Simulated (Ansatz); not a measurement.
Relaxation of BrCl$_{3}$H$_{2}$HfO (8 atoms, charge 0, multiplicity 1), to a largest force component of 0.03 eV/Å in at most 50 steps.

All numbers below come from Ansatz, RHF/def2-SVP.

```xyz
8
Properties=species:S:1:pos:R:3
Hf -0.122 0.063 -0.099
O -0.181 -0.078 1.905
H -0.652 0.242 2.660
Cl 2.074 0.393 -0.917
Cl -1.351 2.006 -0.632
Cl -1.237 -1.740 -1.148
Br 1.777 -2.873 1.635
H 1.097 -1.806 2.424
```

Task: Where does it end, and by what steps?

Result: It did not converge within its limit. After 49 steps the energy has fallen by 0.303 eV; H8 moved furthest, 1.74 Å.

| step | energy less start (eV) | largest force component (eV/Å) | accepted |
| --- | --- | --- | --- |
| 0 | 0.0000 | 1.767 | yes |
| 2 | -0.1950 | 0.199 | yes |
| 4 | -0.2124 | 0.525 | yes |
| 6 | -0.2277 | 0.112 | yes |
| 8 | -0.2312 | 0.081 | yes |
| 10 | -0.2288 | 0.450 | no |
| 12 | -0.2368 | 0.064 | yes |
| 14 | -0.2382 | 0.102 | yes |
| 16 | -0.2449 | 0.046 | yes |
| 18 | -0.2281 | 0.950 | no |
| 20 | -0.2496 | 0.307 | yes |
| 22 | -0.2486 | 0.346 | no |
| 24 | -0.2612 | 0.074 | yes |
| 26 | -0.2640 | 0.062 | yes |
| 28 | -0.2669 | 0.295 | yes |
| 30 | -0.2771 | 0.134 | yes |
| 32 | -0.2772 | 0.394 | no |
| 34 | -0.2823 | 0.146 | yes |
| 36 | -0.2852 | 0.069 | yes |
| 38 | -0.2880 | 0.371 | yes |
| 40 | -0.2952 | 0.080 | yes |
| 42 | -0.2959 | 0.276 | no |
| 44 | -0.3023 | 0.038 | yes |
| 46 | -0.2637 | 0.883 | no |
| 48 | -0.3030 | 0.115 | no |
| 49 | -0.3034 | 0.053 | yes |

```xyz
8
Properties=species:S:1:pos:R:3
Hf -0.337 0.274 -0.059
O -0.881 0.281 1.751
H -1.130 0.230 2.658
Cl 2.042 0.176 -0.191
Cl -1.091 2.282 -1.073
Cl -1.306 -1.570 -1.197
Br 1.544 -3.110 2.280
H 2.563 -2.356 1.659
```

Run time: 110 s on 4 threads of Arm Neoverse V1, on a shared host, peak memory 0.42 GiB.
